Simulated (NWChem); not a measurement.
System: SiBrF3; SMILES Br[Si](F)(F)F

The following NWChem deck was run.

```
start job
memory heap 200 mb stack 900 mb global 1100 mb
geometry units angstroms noautosym nocenter noautoz
  F     -0.139834     1.483825     1.358463
  Si     0.000000     0.000000     0.794346
  F      1.354947    -0.620813     1.358463
  F     -1.215113    -0.863012     1.358463
  Br     0.000000     0.000000    -1.370365
end
basis spherical
  * library def2-svp
end
dft
  xc pbe0
  iterations 150
end
cosmo
  do_cosmo_smd true
  solvent water
end
task dft energy
```

Parts of the log:

```
             Northwest Computational Chemistry Package (NWChem) 7.3.0
             --------------------------------------------------------

                             Geometry "geometry" -> ""
                             -------------------------

 Output coordinates in angstroms (scale by  1.889725989 to convert to a.u.)

  No.       Tag          Charge          X              Y              Z
 ---- ---------------- ---------- -------------- -------------- --------------
    1 F                    9.0000    -0.13983400     1.48382500     1.35846300
    2 Si                  14.0000     0.00000000     0.00000000     0.79434600
    3 F                    9.0000     1.35494700    -0.62081300     1.35846300
    4 F                    9.0000    -1.21511300    -0.86301200     1.35846300
    5 Br                  35.0000     0.00000000     0.00000000    -1.37036500

 Effective nuclear repulsion energy (a.u.)     455.9488671360

                                 NWChem DFT Module
                                 -----------------

 Summary of "ao basis" -> "ao basis" (spherical)
 ------------------------------------------------------------------------------
       Tag                 Description            Shells   Functions and Types
 ---------------- ------------------------------  ------  ---------------------
 F                          def2-svp                 6       14   3s2p1d
 Si                         def2-svp                 8       18   4s3p1d
 Br                         def2-svp                12       32   5s4p3d

 in cosmo_initialize ...
 calling solv_data for solv:h2o

 solvent parameters
 solvname_short: h2o
 solvname_long:  water
 dielec:       78.4000
 dielecinf:     1.7769
 aqueous SMD model solvent descriptors
 dielec:       78.4000
 sola:          0.8200

          ---------------
          -cosmo- solvent
          ---------------
 Cosmo: York-Karplus, doi: 10.1021/jp992097l
 dielectric constant -eps-     =  78.40
 screen = (eps-1)/(eps    )    =   0.98724
 surface charge correction     = lagrangian

   van der Waals surface
 --------------------------

 ---------- ATOMIC COORDINATES (A.U.) ------------ VDWR(ANG.) --
     1   -0.26424794    2.80402267    2.56712284     1.730
     2    0.00000000    0.00000000    1.50109628     2.470
     3    2.56047856   -1.17316646    2.56712284     1.730
     4   -2.29623062   -1.63085620    2.56712284     1.730
     5    0.00000000    0.00000000   -2.58961435     3.060
 number of segments per atom =        128
 number of   points per atom =        128
 atom (   nspa,  nppa )
 ----------------------
    1 (     63,     0 )       0
    2 (     35,     0 )       0
    3 (     62,     0 )       0
    4 (     61,     0 )       0
    5 (    101,     0 )       0
 number of -cosmo- surface points =      322
 molecular surface =    154.381 angstrom**2
 molecular volume  =    163.904 angstrom**3
 -lineq- algorithm             =   0
 -bem- low  level              =   3
 -bem- from -octahedral-
 gaussian surface charge width =   4.50000
 degree of switching           =   1.00000
 switching function tolerance  =   0.00010
 atomic radii =
 --------------
    1  9.000  1.730
    2 14.000  2.470
    3  9.000  1.730
    4  9.000  1.730
    5 35.000  3.060
 ...... end of -cosmo- initialization ......

 nat:                     5
 ixmem:                  1509
 calling mnsol_interface()
 G(SMD-CDS) energy (kcal/mol)  =     2.049
 SMD-CDS SASA (angstrom**2)    =   127.810

            General Information
            -------------------
          SCF calculation type: DFT
          Wavefunction type:  closed shell.
          No. of atoms     :     5
          No. of electrons :    76
           Alpha electrons :    38
            Beta electrons :    38
          Charge           :     0
          Spin multiplicity:     1
          Use of symmetry is: off; symmetry adaption is: off
          Maximum number of iterations: 150
          AO basis - number of functions:    92
                     number of shells:    38
          Convergence on energy requested:  1.00D-06
          Convergence on density requested:  1.00D-05
          Convergence on gradient requested:  5.00D-04

              XC Information
              --------------
                         PBE0 Method XC Functional
                     Hartree-Fock (Exact) Exchange  0.250
          PerdewBurkeErnzerhof Exchange Functional  0.750
            Perdew 1991 LDA Correlation Functional  1.000 local
           PerdewBurkeErnz. Correlation Functional  1.000 non-local

             Grid Information
             ----------------
          Grid used for XC integration:  medium
          Radial quadrature: Mura-Knowles
          Angular quadrature: Lebedev.
          Tag              B.-S. Rad. Rad. Pts. Rad. Cut. Ang. Pts.
          ---              ---------- --------- --------- ---------
          F                   0.50       49           8.0       434
          Si                  1.10       88           8.0       590
          Br                  1.15      112           8.0       590
          Grid pruning is: on
          Number of quadrature shells:   347
          Spatial weights used:  Erf1

      Superposition of Atomic Density Guess
      -------------------------------------

 Sum of atomic energies:       -3158.70188696

      Non-variational initial energy
      ------------------------------

 Total energy =   -3159.580223
 1-e energy   =   -5309.196704
 2-e energy   =    1693.667614
 HOMO         =      -0.415644
 LUMO         =       0.043938

   convergence    iter        energy       DeltaE   RMS-Dens  Diis-err
 ---------------- ----- ----------------- --------- --------- ---------
     COSMO gas phase
 d= 0,ls=0.0,diis     1  -3161.9446719420 -3.62D+03  1.69D-02  1.12D+00
 d= 0,ls=0.0,diis     2  -3161.8952616726  4.94D-02  8.53D-03  1.93D+00
 d= 0,ls=0.0,diis     3  -3162.0652272935 -1.70D-01  8.23D-04  1.51D-02
 d= 0,ls=0.0,diis     4  -3162.0661631062 -9.36D-04  4.00D-04  1.57D-03
 d= 0,ls=0.0,diis     5  -3162.0663092682 -1.46D-04  1.31D-04  1.62D-04
  Resetting Diis
 d= 0,ls=0.0,diis     6  -3162.0663336117 -2.43D-05  8.68D-06  2.10D-06
 d= 0,ls=0.0,diis     7  -3162.0663337014 -8.97D-08  3.54D-06  7.10D-08

   convergence    iter        energy       DeltaE   RMS-Dens  Diis-err
 ---------------- ----- ----------------- --------- --------- ---------
     COSMO solvation phase
 d= 0,ls=0.0,diis     1  -3162.0648470883  1.49D-03  3.15D-04  3.35D-04
 d= 0,ls=0.0,diis     2  -3162.0648896071 -4.25D-05  1.06D-04  1.88D-04
 d= 0,ls=0.0,diis     3  -3162.0649032009 -1.36D-05  2.92D-05  3.01D-05
 d= 0,ls=0.0,diis     4  -3162.0649055557 -2.35D-06  4.17D-06  7.40D-07
 d= 0,ls=0.0,diis     5  -3162.0649056106 -5.50D-08  5.43D-07  1.04D-08

         Total DFT energy =    -3162.064905610648
      One electron energy =    -5308.881934386660
           Coulomb energy =     1834.121076625148
    Exchange-Corr. energy =     -143.125908063816
 Nuclear repulsion energy =      455.948867136044

             COSMO energy =       -0.127006921363

 Numeric. integr. density =       76.000000754158

                                COSMO-SMD solvation results
                                ---------------------------

             internal energy in gas <Psi(g)|H|Psi(g)> =     -3162.066333701427
         internal energy in solvent <Psi(s)|H|Psi(s)> =     -3162.066272031571
                               delta internal energy  =         0.000061669856 (    0.04 kcal/mol)
   total free energy in solvent <Psi(s)|H+V/2|Psi(s)> =     -3162.068171637718
 polarization energy contribution <Psi(s)|V/2|Psi(s)> =        -0.001899606147 (   -1.19 kcal/mol)
    total free energy in solvent including G(SMD-CDS) =     -3162.064905610648
                       G(SMD-CDS) energy contribution =         0.003266027070 (    2.05 kcal/mol)
     1 M fixed-concentration free energy of solvation =         0.001428090779 (    0.90 kcal/mol)

                       DFT Final Molecular Orbital Analysis
                       ------------------------------------

 Vector   36  Occ=2.000000D+00  E=-4.270790D-01
              MO Center= -1.8D-04, -3.8D-05, -4.7D-01, r^2= 3.3D+00
   Bfn.  Coefficient  Atom+Function         Bfn.  Coefficient  Atom+Function
  ----- ------------  ---------------      ----- ------------  ---------------
    74      0.423030  5 Br pz                77      0.402179  5 Br pz
    71     -0.279051  5 Br pz                 6     -0.213698  1 F  pz
    38     -0.213632  3 F  pz                52     -0.213808  4 F  pz
    24     -0.183719  2 Si pz                64     -0.156576  5 Br s
    17      0.147220  2 Si s                  9      0.139466  1 F  pz

 Vector   37  Occ=2.000000D+00  E=-3.497612D-01
              MO Center=  1.4D-02, -5.7D-04, -1.2D+00, r^2= 1.8D+00
   Bfn.  Coefficient  Atom+Function         Bfn.  Coefficient  Atom+Function
  ----- ------------  ---------------      ----- ------------  ---------------
    75      0.468674  5 Br px                72      0.430493  5 Br px
    76     -0.337440  5 Br py                73     -0.309946  5 Br py
    69     -0.283496  5 Br px                70      0.204112  5 Br py
    38     -0.107145  3 F  pz                66      0.092053  5 Br px
    41      0.079152  3 F  pz                 6      0.071847  1 F  pz

 Vector   38  Occ=2.000000D+00  E=-3.497516D-01
              MO Center= -1.4D-02,  5.9D-04, -1.2D+00, r^2= 1.8D+00
   Bfn.  Coefficient  Atom+Function         Bfn.  Coefficient  Atom+Function
  ----- ------------  ---------------      ----- ------------  ---------------
    76      0.468681  5 Br py                73      0.430502  5 Br py
    75      0.337435  5 Br px                72      0.309951  5 Br px
    70     -0.283501  5 Br py                69     -0.204113  5 Br px
    52      0.103362  4 F  pz                67      0.092055  5 Br py
     6     -0.082238  1 F  pz                55     -0.076353  4 F  pz

 Vector   39  Occ=0.000000D+00  E= 2.905051D-04
              MO Center=  1.9D-04,  3.9D-04,  1.9D-02, r^2= 3.5D+00
   Bfn.  Coefficient  Atom+Function         Bfn.  Coefficient  Atom+Function
  ----- ------------  ---------------      ----- ------------  ---------------
    18      1.042165  2 Si s                 77     -0.645036  5 Br pz
    17      0.607499  2 Si s                 16      0.358217  2 Si s
    64     -0.357147  5 Br s                 65     -0.305998  5 Br s
    74     -0.284135  5 Br pz                 3     -0.269982  1 F  s
    35     -0.269812  3 F  s                 49     -0.269666  4 F  s

 Vector   40  Occ=0.000000D+00  E= 6.771039D-02
              MO Center= -1.3D-01,  1.4D-01,  3.1D-01, r^2= 3.2D+00
   Bfn.  Coefficient  Atom+Function         Bfn.  Coefficient  Atom+Function
  ----- ------------  ---------------      ----- ------------  ---------------
    25      0.952862  2 Si px                35     -0.372422  3 F  s
    22      0.335709  2 Si px                75     -0.281820  5 Br px
    49      0.249311  4 F  s                 26     -0.229643  2 Si py
    31      0.191769  2 Si d  1               4      0.177844  1 F  px
     7     -0.177142  1 F  px                72     -0.172744  5 Br px

 Vector   41  Occ=0.000000D+00  E= 6.777446D-02
              MO Center=  1.3D-01, -1.4D-01,  3.1D-01, r^2= 3.2D+00
   Bfn.  Coefficient  Atom+Function         Bfn.  Coefficient  Atom+Function
  ----- ------------  ---------------      ----- ------------  ---------------
    26      0.952536  2 Si py                 3     -0.358901  1 F  s
    23      0.335885  2 Si py                49      0.285891  4 F  s
    76     -0.281743  5 Br py                25      0.229542  2 Si px
    29     -0.191860  2 Si d -1              73     -0.172749  5 Br py
    89      0.170844  5 Br d -1              37      0.164379  3 F  py

     Multipole analysis of the density
     ---------------------------------

     L   x y z        total         alpha         beta         nuclear
     -   - - -        -----         -----         ----         -------
     0   0 0 0     -0.000000    -38.000000    -38.000000     76.000000

     1   1 0 0     -0.000270     -0.000135     -0.000135     -0.000000
     1   0 1 0     -0.000243     -0.000121     -0.000121     -0.000000
     1   0 0 1     -0.404865     -0.048013     -0.048013     -0.308838

     2   2 0 0    -34.470577    -70.778775    -70.778775    107.086972
     2   1 1 0      0.000291      0.000159      0.000159     -0.000026
     2   1 0 1      0.000136      0.000068      0.000068     -0.000000
     2   0 2 0    -34.469567    -70.778279    -70.778279    107.086991
     2   0 1 1      0.000016      0.000008      0.000008     -0.000000
     2   0 0 2    -32.976265   -238.584572   -238.584572    444.192879
```

Level: PBE0/def2-SVP, SMD on the gas-phase geometry. All runs use the structure optimised with PBE0/def2-SVP. Solvent: water.
